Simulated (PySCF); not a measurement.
# C₆ coefficients of unlike pairs at PBE0

Calculated with PySCF 2.14 from the dipole response of each species, C₆(A,B) = (3/π) ∫ α_A(iu) α_B(iu) du, in atomic units, from isotropic polarisabilities. For ions this is the dispersion term alone; charge-induced terms of lower order in 1/R come first.

```json
{"species": "Pt³⁺", "configuration": "[Xe] 4f14 5d7 (4F)", "basis": "aug-cc-pVTZ-PP with one added diffuse shell each of s, p, d, f, g type with ECP60MDF (7s7p6d4f3g)", "relativity": "core potential", "α (bohr³)": "6.368", "C₆ (like pair)": "36.02"}
{"species": "Cu", "configuration": "[Ar] 3d10 4s1 (2S)", "basis": "aug-cc-pVTZ-DK (8s7p5d3f2g)", "relativity": "spin-free X2C", "α (bohr³)": "44.67", "C₆ (like pair)": "272.6"}
{"species": "S", "configuration": "[Ne] 3s2 3p4 (3P)", "basis": "x2c-QZVPPall with one added diffuse shell each of s, p, d, f type (10s7p5d3f1g)", "relativity": "spin-free X2C", "α (bohr³)": "20.04", "C₆ (like pair)": "137.6"}
{"species": "B²⁺", "configuration": "[He] 2s1 (2S)", "basis": "aug-cc-pCVQZ-DK (9s8p6d4f2g)", "relativity": "spin-free X2C", "α (bohr³)": "7.189", "C₆ (like pair)": "9.671"}
```

**Question.** Estimate C₆ for S with Pt³⁺.

**Answer.** The integral gives 63.35. The combination rule 2 C_A C_B / (C_A α_B/α_A + C_B α_A/α_B) gives 63.10 and the geometric mean 70.39.

No spin-orbit coupling is included.

The other pairs:

```tsv
pair	C₆
B²⁺, Pt³⁺	14.55
B²⁺, S	35.03
S, Cu	180.2
B²⁺, Cu	50.87
Cu, Pt³⁺	75.34
```
